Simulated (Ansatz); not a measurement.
Coupled-cluster run, CH4N2SSi, SMILES `NC1=N[SiH2]S1`.

```yaml
crystal:
  periodic: [false, false, false]
  atoms:
    - {symbol: N, position_ang: [0.800066, 1.390864, -1.007031]}
    - {symbol: C, position_ang: [0.235344, 0.404157, -0.294464]}
    - {symbol: N, position_ang: [0.862380, -0.456029, 0.436005]}
    - {symbol: Si, position_ang: [-0.589357, -1.254399, 0.936184]}
    - {symbol: S, position_ang: [-1.562833, 0.230197, -0.316874]}
    - {symbol: H, position_ang: [1.803476, 1.454676, -1.018670]}
    - {symbol: H, position_ang: [0.254571, 1.989373, -1.596818]}
    - {symbol: H, position_ang: [-0.772843, -2.650752, 0.471442]}
    - {symbol: H, position_ang: [-0.942404, -1.154487, 2.373126]}
basis:
  gaussian: {orbitals: def2-TZVPP}
correlation: {method: ccsd_t}
```

```sh
$ ansatz run in.yaml --threads 4 --pin off --events-out ev --progress --plain --max-ram 10444MiB
```

Log, shortened:

```
Functional definition: HF
1380 factors; integrals over basis functions are off by at most 1.1e-3 eV
mean field evaluation 1: about -22734.9896 eV, gradient 4.3e1 eV
mean field evaluation 2: about -22735.3773 eV, gradient 4.3e1 eV
mean field evaluation 4: about -22739.6353 eV, gradient 5.0e0 eV
mean field evaluation 8: about -22739.7376 eV, gradient 4.8e-1 eV
mean field evaluation 16: about -22739.7399 eV, gradient 2.5e-6 eV
mean field -22739.73991077 eV, -835.6700281715 hartree, gradient 2.5e-6 eV, S^2 0.000000; 0 other end points of the search recorded, 0 dependent functions left out
13 core orbitals not correlated: weight in the atoms' cores, before any rotation towards them, 1.000 or more for the frozen orbitals, at most 0.000 for the correlated occupied ones
reference -22739.73991077 eV, -835.6700281715 hartree; 14, 14 occupied and 206, 206 virtual orbitals, 1380 factors
second order -23.14384466 eV of doubles, -0.00000000 eV of singles
cycle   1  -23.20397038 eV  change   -6.0e-2 eV  update   1.2e-1
cycle   2  -23.84540083 eV  change   -6.4e-1 eV  update   3.6e-2
cycle   3  -23.99168628 eV  change   -1.5e-1 eV  update   1.8e-2
cycle   4  -23.97630888 eV  change    1.5e-2 eV  update   4.6e-3
cycle   5  -23.97452753 eV  change    1.8e-3 eV  update   2.3e-3
cycle   6  -23.97515582 eV  change   -6.3e-4 eV  update   6.8e-4
cycle   7  -23.97473434 eV  change    4.2e-4 eV  update   3.2e-4
cycle   8  -23.97466712 eV  change    6.7e-5 eV  update   1.1e-4
cycle   9  -23.97471312 eV  change   -4.6e-5 eV  update   5.6e-5
cycle  10  -23.97469493 eV  change    1.8e-5 eV  update   1.9e-5
perturbative correction -1.19488317 eV, -0.0439111465 hartree
Total energy: -22764.90948887 eV, -836.5949931062 hartree
```

Run time 120 s (4 threads of an AMD EPYC 7R43 on a shared host); peak host memory 4 GiB.

Correlation energy per correlated electron: -0.899 eV. T1 diagnostic: 0.0142.
